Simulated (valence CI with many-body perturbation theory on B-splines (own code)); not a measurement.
# Hyperfine factors and g values of Sr XXIV

Calculated by configuration interaction combined with many-body perturbation theory (CI+MBPT): five valence electrons over a frozen Dirac-Fock core [Ne], a basis of 11 s, 11 p, 10 d, 8 f, 5 g, 2 h functions for each j, with the one-electron correlation potential Σ1 (screened to all orders), the two-electron term Σ2, the three-electron term Σ3, Breit, model QED; selected single and double excitations, second order for the rest, scaled by the run's own slope (own B-spline code, finite nucleus).

No measured spectrum was set against this ion. As an estimate, levels of excited configurations hold to 0.05 to 0.15 % of their energy, terms of the ground configuration to about 0.5 %. Among the levels kept, up to 3500 cm⁻¹ of a level comes from second order outside the variational space, and about a tenth of that is noise between levels of different J, which matters for small intervals.

A/g_I is the dipole constant over the nuclear g factor μ/I (μ in nuclear magnetons, uniformly magnetised nucleus), B/Q the quadrupole constant per barn. Both hold the static response of the core; the bare values leave it out. Large factors of s and p1/2 electrons are usually good to 5 to 10 %; those of open d and f shells near neutrality can be off by tens of per cent, and small factors of p3/2, d and f electrons come from cancelling terms and can be off by a factor of two or in sign, in half-filled shells by more. B is blank for J = 1/2, where it vanishes, and for nearly pure S terms. Energies count from the lowest level.

Names give the largest LS component (configuration and term), which can be under half, so a name can repeat, a term be missing and a line seem to break the LS rules; names also repeat where a configuration has a term twice. Letters in brackets count levels of one name in rising energy.

```tsv
Level	E (cm⁻¹)	g	A/g_I (MHz)	A/g_I bare	B/Q (MHz/b)	B/Q bare
3s²3p³ ⁴S°_3/2	0	1.669	12500	12900	16900	16400
3s²3p³ ²D°_3/2	97294	1.215	8030	8180	23000	22400
3s²3p³ ²D°_5/2	131650	1.198	37100	36200	-142	-136
3s²3p³ ²P°_1/2	181490	0.662	107000	103000		
3s²3p³ ²P°_3/2	269350	1.245	20700	20500	-40000	-38900
3s3p⁴ ⁴P_5/2	576170	1.557	76900	74900	22400	21800
3s3p⁴ ⁴P_3/2	640020	1.573	31200	31200	-25800	-25100
3s3p⁴ ⁴P_1/2	654070	2.542	203000	197000		
3s3p⁴ ²D_3/2	717060	1.037	15400	15300	-28500	-27700
3s3p⁴ ²D_5/2	753290	1.233	83900	81200	-55700	-54100
3s²3p²3d ⁴F_3/2	781810	0.687	4200	4500	610	919
3s²3p²3d ²P_3/2 [a]	810050	1.078	12700	12900	-3430	-3240
3s²3p²3d ⁴F_5/2	811460	1.139	6160	6570	14900	15000
3s3p⁴ ²P_1/2 [a]	815200	1.100	60200	58500		
3s²3p²3d ²F_5/2	851510	0.939	28900	28300	-12300	-11700
3s²3p²3d ⁴F_7/2	867060	1.223	11300	11600	8940	9220
3s²3p²3d ⁴D_1/2	873340	0.530	80300	77400		
3s²3p²3d ²F_7/2 [a]	879440	1.246	12100	12300	27000	26500
3s²3p²3d ⁴D_3/2	890380	1.119	10600	11000	-15600	-15200
3s²3p²3d ⁴F_9/2	903560	1.273	17600	17600	-2000	-1320
3s²3p²3d ⁴D_5/2	916820	1.204	18000	18000	-15200	-14600
3s²3p²3d ²P_1/2 [a]	935250	1.154	145000	140000		
3s²3p²3d ²G_7/2	970380	1.078	20200	20000	32400	32000
3s3p⁴ ²P_3/2	977110	1.191	-8280	-7210	12200	12000
3s²3p²3d ⁴P_5/2	986920	1.488	10700	11300	2040	1970
3s²3p²3d ⁴P_3/2	1002500	1.523	20000	20300	-8580	-8550
3s²3p²3d ²F_7/2 [b]	1008300	1.155	12900	13000	20500	20300
3s²3p²3d ⁴P_1/2	1008400	2.177	75700	74000		
3s²3p²3d ²D_3/2 [a]	1031200	0.954	20600	20300	12700	12500
3s²3p²3d ²G_9/2	1032500	1.167	13600	13600	52400	51500
3s²3p²3d ²D_5/2 [a]	1061500	1.102	8910	9100	21200	21000
3s3p⁴ ²P_1/2 [b]	1072600	1.084	4580	4460		
3s²3p²3d ²P_1/2 [b]	1094800	0.931	-17600	-16700		
3s²3p²3d ²D_3/2 [b]	1101200	0.999	14300	14200	-11400	-11200
3s²3p²3d ²D_5/2 [b]	1105000	1.129	22800	22500	-12800	-12300
3s²3p²3d ²D_5/2 [c]	1132800	1.200	8870	9200	46600	45600
3s²3p²3d ²F_7/2 [c]	1141600	1.128	17400	17400	-4410	-3810
3s²3p²3d ²P_3/2 [b]	1164300	1.209	9770	10200	-7180	-6890
3s²3p²3d ²S_1/2	1180400	1.802	103000	99800		
3s²3p²3d ²D_3/2 [c]	1210600	0.870	10600	10800	12100	12000
```

Problem. Take the isotope of mass number 87, with I = 9/2, μ = -1.09316 μN and Q = 0.305 b. What is the hyperfine structure of 3s²3p³ ²D°_5/2?

Solution. From the table A = -9010 MHz, B = -43.3 MHz. Shifts from the centre of gravity in MHz: F = 2: 124000, F = 3: 96900, F = 4: 60800, F = 5: 15800, F = 6: -38300, F = 7: -101000.
